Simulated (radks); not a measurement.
Species: Tm III. Configuration: [Xe] 4f11 5d2 (not the ground configuration).

Calculated with a radial shooting solver on a logarithmic mesh with Libxc functionals: Dirac Kohn-Sham, PBE, spin-unpolarised, spherical densities, finite nucleus; open shells are shared between the two j in proportion to 2j + 1; Fermi nuclear charge, rms radius 5.2256 fm.

Energy parts (hartree):
total: -13579.3467
kinetic: 15033.2808
electron-nucleus: -33587.4440
Hartree: 5260.5173
exchange-correlation: -285.7008

Orbitals (lengths in bohr, moments of r in powers of bohr):
orbital	occ.	eigenvalue (hartree)	<r^2>
1s1/2	2	-2176.731	0.0005486
2s1/2	2	-367.9671	0.008458
2p1/2	2	-350.8140	0.006090
2p3/2	4	-314.7982	0.007306
3s1/2	2	-83.61139	0.05572
3p1/2	2	-76.05425	0.05149
3p3/2	4	-68.45120	0.05828
3d3/2	4	-55.54210	0.04579
3d5/2	6	-53.88118	0.04767
4s1/2	2	-17.37553	0.2788
4p1/2	2	-14.33173	0.2903
4p3/2	4	-12.60389	0.3272
4d3/2	4	-7.58815	0.3656
4d5/2	6	-7.27162	0.3799
5s1/2	2	-2.79880	1.609
5p1/2	2	-1.93812	2.007
5p3/2	4	-1.70016	2.319
4f5/2	4.71429	-1.17509	0.6556
4f7/2	6.28571	-1.12582	0.6782
5d3/2	0.8	-0.62680	5.289
5d5/2	1.2	-0.60774	5.567

The highest occupied level is 5d5/2 at -16.537 eV. The density falls to 0.001 e/bohr^3 at r = 3.76 bohr. The electron density at the nucleus is 9.497e+05 e/bohr^3. Summed over all electrons, <r^2> = 41.94 bohr^2, which gives a Langevin (diamagnetic) susceptibility term of -33.2 x 10^-6 cm^3/mol.
